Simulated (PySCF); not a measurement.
ClF2H3Si2, SMILES F[Si](F)([SiH3])Cl.

Geometry optimised at PBE-D3(BJ)/def2-SVP.

All values below come from TDA-PBE/def2-SVPD run with PySCF.

Vertical excitations.  State labels are in the subgroup Cs.

### Question
List the lowest excited states. (Estimate from the structure and the level; the computed values follow.)

### Answer

| state | symmetry | energy (eV) | λ (nm) | f | main pairs |
|---|---|---|---|---|---|
| S1 | A" | 6.84 | 181 | 0.010 | HOMO→LUMO 85 % |
| S2 | A' | 7.05 | 176 | 0.033 | HOMO→LUMO+1 55 %, HOMO−1→LUMO 22 %, HOMO→LUMO+2 13 % |
| S3 | A' | 7.21 | 172 | 0.142 | HOMO→LUMO+2 69 %, HOMO−1→LUMO 16 % |
| S4 | A" | 7.22 | 172 | 0.002 | HOMO−1→LUMO+1 90 % |
| S5 | A' | 7.33 | 169 | 0.131 | HOMO−1→LUMO 52 %, HOMO→LUMO+1 26 %, HOMO−2→LUMO+2 11 % |
| S6 | A" | 7.50 | 165 | 0.004 | HOMO−2→LUMO 56 %, HOMO−1→LUMO+2 30 % |
| S7 | A" | 7.58 | 164 | 0.020 | HOMO−1→LUMO+2 64 %, HOMO−2→LUMO 19 % |
| S8 | A' | 7.58 | 164 | 0.042 | HOMO−2→LUMO+1 85 % |
| S9 | A' | 7.64 | 162 | 0.000 | HOMO→LUMO+3 82 % |
| S10 | A" | 7.81 | 159 | 0.000 | HOMO−4→LUMO 57 %, HOMO−3→LUMO+1 41 % |
| T1 | A" | 6.09 | 204 | 0 | HOMO→LUMO 96 % |
| T2 | A' | 6.11 | 203 | 0 | HOMO→LUMO+1 98 % |
| T3 | A' | 6.59 | 188 | 0 | HOMO→LUMO+2 95 % |
| T4 | A' | 6.94 | 179 | 0 | HOMO−1→LUMO 88 % |
Triplets are in the Tamm–Dancoff approximation.
